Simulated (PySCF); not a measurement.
C2H6Se, charge +1, doublet, at a GFN2-xTB geometry (a state made from the parent by changing its charge; the spin is typed, not shown lowest). Base run: PBE0/STO-3G (PySCF).

Geometry (Å):
```xyz
9

C      1.4365    -0.3319     0.7723
Se     0.0178     0.1643    -0.4258
C     -1.4974    -0.2318     0.6886
H      1.3934    -1.4035     0.9719
H      2.3927    -0.0897     0.3136
H      1.3337     0.2025     1.7169
H     -1.4485    -1.2642     1.0349
H     -2.4108    -0.0769     0.1182
H     -1.4989     0.4275     1.5577
```
Charge +1, spin multiplicity 2.
Orbitals are unrestricted.
All else is at PySCF's defaults.
Base energy -2453.20810 Eh.

The base run was repeated with changes; each row names its change, and settings that it needs were set with it.

```tsv
change	ΔE vs base (µEh)	SCF cycles	<S^2>	outcome
base	0.0	9	0.752	converged
diis = off (with mf.max_cycle = 100)	-	100	-	not converged
level_shift = 1.0 (with mf.max_cycle = 100)	0.0	35	0.752	converged
conv_tol_grad = 1e-3	0.0	9	0.752	converged
diis_space = 20	0.0	9	0.752	converged
conv_tol = 1e-7	0.0	8	0.752	converged
diis_space = 2	0.0	12	0.752	converged
level_shift = 0.5 (with mf.max_cycle = 100)	0.0	21	0.752	converged
conv_tol = 1e-12	0.0	15	0.752	converged
init_guess = vsap	0.0	9	0.752	converged
conv_tol = 1e-4	0.5	5	0.752	converged
init_guess = atom	0.0	9	0.752	converged
init_guess = mod_huckel	0.0	9	0.752	converged
```

Open shells are given as the SCF converged; they aren't shown to be the lowest states, and a large step between rows can be another state.
